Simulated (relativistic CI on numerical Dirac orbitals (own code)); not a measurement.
## Line list: Electric-dipole lines, As24+

Method of calculation: Dirac-Coulomb-Breit CI, separate exchange-only KLI orbitals for each configuration, a model potential for QED, unscaled Slater integrals (own radial code, finite nucleus).

Configuration list (outside the closed core 1s2): 2s²2p⁵, 2s2p⁶, 2p⁶3s, 2p⁶3p, 2p⁶3d, 2s²2p⁴3s, 2s²2p⁴3p, 2s²2p⁴3d, 2s2p⁵3s, 2s2p⁵3p, 2s2p⁵3d, 2s²2p⁴4s, 2s²2p⁴4p, 2s²2p⁴4d, 2s²2p⁴4f, 2s2p⁵4s. Levels of other configurations are missing.

| λ vac (nm) | Lower | Upper | A (s⁻¹) | log gf | S velocity/length |
| --- | --- | --- | --- | --- | --- |
| 0.79273 | 2s²2p⁵ ²P°1/2 [2] | 2s²2p⁴3d ²D3/2 [64] | 5.18e+13 | 0.29 | 0.98 |
| 0.79475 | 2s²2p⁵ ²P°3/2 [1] | 2s²2p⁴3d ²D5/2 [56] | 5.53e+13 | 0.50 | 0.98 |
| 0.79550 | 2s²2p⁵ ²P°3/2 [1] | 2s²2p⁴3d ²P3/2 [55] | 5.27e+13 | 0.30 | 0.95 |
| 0.79579 | 2s2p⁶ ²S1/2 [3] | 2s2p⁵3d ²P°1/2 [107] | 7.40e+13 | 0.15 | 0.97 |
| 0.79710 | 2s²2p⁵ ²P°3/2 [1] | 2s²2p⁴3d ²S1/2 [53] | 4.68e+13 | -0.05 | 0.95 |
| 0.79745 | 2s2p⁶ ²S1/2 [3] | 2s2p⁵3d ²P°3/2 [105] | 3.07e+13 | 0.07 | 0.96 |
| 0.80217 | 2s²2p⁵ ²P°3/2 [1] | 2s²2p⁴3d ²F5/2 [48] | 1.67e+13 | -0.01 | 0.98 |
| 0.80955 | 2s²2p⁵ ²P°1/2 [2] | 2s²2p⁴3d ²P1/2 [58] | 7.65e+13 | 0.18 | 0.95 |
| 0.81077 | 2s²2p⁵ ²P°1/2 [2] | 2s²2p⁴3d ²D3/2 [57] | 4.71e+13 | 0.27 | 0.98 |
| 0.81193 | 2s2p⁶ ²S1/2 [3] | 2s2p⁵3d ²P°3/2 [102] | 3.65e+13 | 0.16 | 0.97 |
| 0.81244 | 2s²2p⁵ ²P°3/2 [1] | 2s²2p⁴3d ⁴F5/2 [41] | 1.31e+13 | -0.11 | 0.98 |
| 0.81663 | 2s²2p⁵ ²P°3/2 [1] | 2s²2p⁴3d ²F5/2 [39] | 2.40e+13 | 0.16 | 0.98 |
| 2.5402 | 2s²2p⁴3p ⁴D°7/2 [15] | 2s²2p⁴4d ⁴F9/2 [131] | 2.74e+12 | 0.42 | 1.00 |
| 2.7785 | 2s²2p⁴3d ⁴D7/2 [32] | 2s²2p⁴4f ⁴G°9/2 [142] | 4.21e+12 | 0.69 | 0.99 |
| 2.7863 | 2s²2p⁴3d ²G7/2 [50] | 2s²2p⁴4f ²H°9/2 [186] | 5.49e+12 | 0.81 | 1.00 |
| 2.7909 | 2s²2p⁴3d ⁴F7/2 [46] | 2s²2p⁴4f ⁴G°9/2 [173] | 5.74e+12 | 0.83 | 0.99 |
| 2.7930 | 2s²2p⁴3d ²G9/2 [51] | 2s²2p⁴4f ²H°11/2 [188] | 5.83e+12 | 0.91 | 1.00 |
| 2.7970 | 2s²2p⁴3d ⁴F9/2 [34] | 2s²2p⁴4f ⁴G°11/2 [145] | 5.82e+12 | 0.91 | 1.00 |
| 2.8026 | 2s²2p⁴3d ⁴F5/2 [41] | 2s²2p⁴4f ²F°7/2 [161] | 4.95e+12 | 0.67 | 0.98 |
| 2.8051 | 2s²2p⁴3d ²F7/2 [35] | 2s²2p⁴4f ²G°9/2 [143] | 5.16e+12 | 0.78 | 0.99 |

Terms are leading LS components. Brackets give the number of a level in order of energy, since labels repeat. The list gives strong lines, with weight on those to low levels, among the lowest 200 of 207 levels, so that lines to higher ones, which can be the strongest, are missing. Levels whose partners in the same complex of configurations lie outside the list can be far off, and so can their lines. Rates are taken at the computed energies, electric ones in the length gauge. A velocity-to-length ratio far from 1 marks an uncertain rate.

At this charge energies of transitions that change n are usually good to better than 1 %, and those within a shell (Δn = 0) to a few per cent.

LS names give the leading component of a level, which can be under half, so a name can repeat, a term be missing and a line seem to break the LS rules.
